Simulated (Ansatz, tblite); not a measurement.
Removing an electron: SnHF3. The state is a singlet with charge 0. Geometry: PBE0-D4/def2-TZVP. Ansatz, gas phase; energy differences of separate SCF runs; the oxidised species was run as a doublet alone.

Cartesian coordinates in Å:
```
Sn 0.034 0.099 -0.056
H 0.515 1.501 -0.850
F 1.458 -0.833 0.768
F -0.790 -1.170 -1.191
F -1.218 0.403 1.329
```

In the def2 sets Sn takes a core potential; there is no spin–orbit coupling. The xTB rows come from tblite. Correlated methods freeze 7 core orbitals; core or outer-core shells of Sn are correlated, in sets that lack core-valence functions. In CCSD on the charge 1 doublet the largest single amplitude is 0.28, so its Hartree–Fock determinant may place the open shell otherwise than the density functionals do.

Estimate orbital energies and vertical ionisation energies at: GFN1-xTB; GFN2-xTB; HF/def2-TZVPP; PBE-D4/def2-TZVP; r2SCAN-D4/def2-TZVP; PBE0-D4/def2-TZVP; MP2/def2-TZVPP; CCSD/def2-TZVPP; CCSD(T)/def2-TZVPP.


```tsv
level	−HOMO (eV)	vertical IE (eV)	−LUMO (eV)	HOMO–LUMO gap (eV)
GFN1-xTB	14.51	18.15	9.69	4.82
GFN2-xTB	13.97	17.47	8.86	5.11
HF/def2-TZVPP	–	13.86	–	–
PBE-D4/def2-TZVP	9.29	12.67	3.15	6.13
r2SCAN-D4/def2-TZVP	9.75	12.99	2.88	6.87
PBE0-D4/def2-TZVP	11.05	13.42	2.15	8.90
MP2/def2-TZVPP	–	14.05	–	–
CCSD/def2-TZVPP	–	14.13	–	–
CCSD(T)/def2-TZVPP	–	13.91	–	–
```

  Raw xTB energy differences between charge states are shifted by several eV; the methods need an empirical correction for them.
